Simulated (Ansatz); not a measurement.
Gas-phase electronic energies from Ansatz, PBE0-D4/def2-TZVP geometries. CCSD(T)/CBS is the MP2 limit (def2-TZVPP, def2-QZVPP) plus CCSD(T) − MP2 in def2-TZVPP, frozen cores. DFT in def2-TZVPP. B3LYP here is the variant with VWN-RPA as its local correlation; programs differ in this. Each species was taken in one conformer, which may not be the lowest.

Reaction (formal exchange of groups at a B–C bond): `BC(C)O[SiH3]` + `OC(F)F` → `BC(F)F` + `CC(O)O[SiH3]`

`BC(C)O[SiH3]`:

Cartesian coordinates in Å:
```
B 1.542 -0.876 1.144
C 0.560 -0.085 0.232
C 0.097 1.236 0.843
O -0.546 -0.872 -0.195
Si -1.455 -0.552 -1.523
H 1.379 -2.033 1.390
H 2.499 -0.297 1.570
H 1.186 0.168 -0.651
H -0.522 1.056 1.724
H -0.498 1.811 0.129
H 0.954 1.845 1.139
H -2.228 -1.781 -1.815
H -0.570 -0.203 -2.672
H -2.398 0.583 -1.314
```

`OC(F)F`:

Z-matrix (Å, degrees):
```
C
F 1 1.355
F 1 1.355 2 105.7
O 1 1.346 2 111.4 3 -121.2
H 1 1.091 2 109.4 3 117.7
H 4 0.966 1 108.8 2 58.9
```

`BC(F)F`:

```xyz
7

B    -0.614    0.061   -0.712
C     0.409   -0.045    0.482
F     1.604   -0.610    0.142
F     0.689    1.148    1.082
H    -1.456    0.903   -0.677
H    -0.586   -0.764   -1.571
H    -0.046   -0.695    1.254
```

`CC(O)O[SiH3]`:

Z-matrix (Å, degrees):
```
C
C 1 1.507
H 1 1.091 2 110.5
H 1 1.091 2 109.2 3 -120.0
H 1 1.091 2 110.1 3 120.3
O 2 1.389 1 107.8 3 -179.7
O 2 1.414 1 111.4 3 61.2
H 2 1.104 1 110.6 3 -59.0
H 6 0.962 2 108.1 1 -175.8
Si 7 1.644 2 124.5 1 -86.8
H 10 1.480 7 106.4 2 -169.0
H 10 1.491 7 110.1 2 -49.1
H 10 1.488 7 112.0 2 71.1
```

| level | ΔE (kcal/mol) | difference from CCSD(T)/CBS |
| --- | --- | --- |
| PBE-D4 | 10.7 | 0.7 |
| r2SCAN-D4 | 10.9 | 0.9 |
| PBE0-D4 | 11.0 | 1.0 |
| B3LYP-D4 | 9.8 | -0.2 |
| ωB97M-V | 10.5 | 0.5 |
| r2SCAN | 10.8 | 0.8 |
| PBE0 | 10.7 | 0.7 |
| B3LYP | 9.3 | -0.7 |
| MP2/def2-TZVPP | 11.3 | 1.3 |
| SCS-MP2/def2-TZVPP | 10.3 | 0.3 |
| CCSD/def2-TZVPP | 10.3 | 0.3 |
| CCSD(T)/def2-TZVPP | 10.6 | 0.6 |
| HF/def2-QZVPP | 9.5 | -0.5 |
| MP2/def2-QZVPP | 10.9 | 0.9 |
| HF/CBS(def2) | 9.5 | -0.5 |
| MP2/CBS(def2) | 10.7 | 0.7 |
| CCSD(T)/CBS | 10.0 | 0 |

Largest T1 diagnostic among the species: 0.012.

In def2-TZVPP, CCSD(T) changes the Hartree–Fock value by +1.0 kcal/mol (the triples alone add +0.3 kcal/mol) and MP2 by +1.7 kcal/mol.
